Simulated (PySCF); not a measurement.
SMILES C[SiH](C#C[SiH2]C)C (C5H12Si2), GFN2-xTB optimised geometry.

```
19

Si    -1.12     1.23     0.00
C      0.39     2.38    -0.02
C     -0.52    -0.52     0.00
C     -0.12    -1.66     0.00
Si     0.47    -3.42     0.00
C     -0.20    -4.28    -1.56
C     -0.20    -4.28     1.56
H     -1.94     1.45    -1.20
H     -1.91     1.45     1.22
H      0.09     3.42    -0.02
H      1.02     2.21     0.85
H      1.00     2.21    -0.90
H      1.94    -3.42     0.00
H     -1.28    -4.26    -1.59
H      0.12    -5.32    -1.61
H      0.16    -3.79    -2.46
H     -1.28    -4.26     1.59
H      0.12    -5.32     1.61
H      0.16    -3.79     2.46
```

Density from PBE0/def2-SVP (PySCF) at that geometry.

Minimum of the electron density along straight lines between bonded atoms, close to the bond critical point (lines longer than 1.1 times the sum of covalent radii, or with two minima, are not listed):

```
bond     length / Å  ρ at the minimum / e bohr⁻³  ∇²ρ there / e bohr⁻⁵  position (fraction from the first atom)
-------  ----------  ---------------------------  --------------------  ---------------------------------------
Si1–C2        1.898                        0.112                  0.31                                     0.38
Si1–C3        1.852                        0.110                  0.40                                     0.39
C3–C4         1.212                        0.404                 -1.18                                     0.50
C4–Si5        1.856                        0.109                  0.41                                     0.61
Si5–C6        1.902                        0.111                  0.30                                     0.38
Si5–C7        1.902                        0.111                  0.30                                     0.38
Si1–H8        1.470                        0.117                  0.31                                     0.49
Si1–H9        1.470                        0.117                  0.31                                     0.49
C2–H10        1.087                        0.271                 -0.97                                     0.62
C2–H11        1.087                        0.272                 -0.98                                     0.63
C2–H12        1.087                        0.272                 -0.98                                     0.63
Si5–H13       1.474                        0.116                  0.31                                     0.49
C6–H14        1.087                        0.272                 -0.97                                     0.63
C6–H15        1.087                        0.271                 -0.97                                     0.62
C6–H16        1.086                        0.272                 -0.98                                     0.63
C7–H17        1.087                        0.272                 -0.97                                     0.63
C7–H18        1.087                        0.271                 -0.97                                     0.62
C7–H19        1.086                        0.272                 -0.98                                     0.63
```
